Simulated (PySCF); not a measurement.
SeCl3, SMILES Cl[Se](Cl)Cl, multiplicity 2. Atoms are numbered in the order given.

```xyz
4

Se    -0.3167     0.3156     0.0000
Cl     0.2813     0.5814     2.1875
Cl     0.2813     0.5814    -2.1875
Cl     0.0709    -1.7940     0.0000
```
Charge 0, spin multiplicity 2.

The structure is a stationary point at ωB97X-D3(BJ)/def2-SVP. The spin state was assumed, not searched. The isomer is the one that the SMILES or the coordinates give; other isomers of the formula were not compared.

These are PBE/def2-TZVPD (PySCF) values and carry that method's errors.

Mulliken values depend strongly on the basis, most of all with diffuse functions as here. ESP charges are fitted to the potential on shells at 1.4 to 2.0 van der Waals radii. Atomic charges (e):

```csv
atom,Mulliken,ESP fit,Mulliken spin
Se1,0.60,0.31,0.56
Cl2,-0.26,-0.14,0.20
Cl3,-0.26,-0.14,0.20
Cl4,-0.08,-0.02,0.05
```
